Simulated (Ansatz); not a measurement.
Compare A (`C[Si](C)(O)O`) with its isomer B (`CC(O)[SiH2]O`).

Calculated with Ansatz (gas phase, PBE0-D4/def2-TZVP geometries, no zero-point term in ΔE). CBS: MP2 limit from def2 TZ/QZ plus the TZ coupled-cluster correction, frozen cores. DFT in def2-TZVPP. B3LYP here is the variant with VWN-RPA as its local correlation; programs differ in this. One conformer a species, not always the lowest.

A:

Z-matrix (Å, degrees):
```
C
Si 1 1.866
H 1 1.094 2 111.6
H 1 1.094 2 111.4 3 120.8
H 1 1.093 2 110.5 3 -119.6
C 2 1.853 1 111.8 3 60.7
O 2 1.654 1 109.0 3 -63.3
O 2 1.644 1 111.9 3 179.0
H 6 1.093 2 110.9 1 63.6
H 6 1.092 2 110.3 1 -176.7
H 6 1.093 2 111.2 1 -56.7
H 7 0.957 2 117.4 1 24.2
H 8 0.958 2 116.7 1 78.0
```

B:

Z-matrix (Å, degrees):
```
C
C 1 1.513
H 1 1.093 2 111.1
H 1 1.093 2 110.5 3 -120.0
H 1 1.092 2 110.5 3 119.9
O 2 1.442 1 107.1 3 62.4
Si 2 1.892 1 113.5 3 -54.0
H 2 1.099 1 108.9 3 -178.8
H 6 0.961 2 108.4 1 166.1
O 7 1.647 2 108.6 1 60.9
H 7 1.495 2 106.7 1 -179.1
H 7 1.485 2 114.0 1 -58.0
H 10 0.961 7 114.3 2 41.5
```

(1) Which isomer does CCSD(T)/CBS put lower? Give the gap. (Estimate.)

(2) Give E(B) − E(A) in kcal/mol with HF/def2-TZVPP, PBE0-D4, ωB97M-V, B3LYP-D4, CCSD(T)/def2-TZVPP, r2SCAN-D4, B2PLYP. (An estimate is asked.)

(3) Does the order hold for the free energy at 298.15 K (harmonic terms from PBE0-D4)? (Best estimate.)

Largest T1 diagnostic: 0.011.

## Answers

(1) The calculation gave: A, by 64.6 kcal/mol.

(2) The calculation gave: HF/def2-TZVPP 64.7, PBE0-D4 62.9, ωB97M-V 64.3, B3LYP-D4 63.1, CCSD(T)/def2-TZVPP 63.7, r2SCAN-D4 65.0, B2PLYP 64.2. None reverses the order clearly.

(3) Computed: Yes: G(B) − G(A) = +64.7 kcal/mol, for one conformer each.

Leaving LDA and LC-ωPBE aside and taking each functional with its dispersion term where it has one, the values, not all of them listed here, spread over 5.8 kcal/mol, from revPBE-D4 to r2SCAN0-D4. From BLYP to BHLYP (50 % exact exchange), in def2-TZVPP and without D4, E(B) − E(A) moves by +3.5 kcal/mol.
